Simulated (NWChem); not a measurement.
System: CH4O3Si; SMILES O[SiH2]OC=O

NWChem input:

```
start job
memory heap 200 mb stack 900 mb global 1100 mb
geometry units angstroms noautoz
  O      0.622149    -1.561415     0.577548
  C     -0.424153    -1.547143    -0.019246
  O     -1.048992    -0.447047    -0.405104
  Si    -0.361280     1.073100     0.043492
  O      1.232008     1.131180    -0.363362
  H     -0.978386    -2.462320    -0.313673
  H     -0.621726     1.219496     1.499771
  H     -1.091987     2.063973    -0.773797
  H      1.739276     0.408240     0.030209
end
basis spherical
  * library def2-tzvp
end
dft
  xc m06-2x
  iterations 150
  semidirect filesize 400000000
  mulliken
end
task dft energy
```

All runs use the structure optimised with PBE0/def2-SVP.

Give the results of this calculation. (M06-2X/def2-TZVP.) Quantities: energy (Ha); highest occupied level (eV); orbital gap (eV); dipole (D).

The energy (Ha) comes out as -555.78 and the highest occupied level (eV) is -10.43. The orbital gap (eV) comes out as 10.90 and the dipole (D) is 1.39.
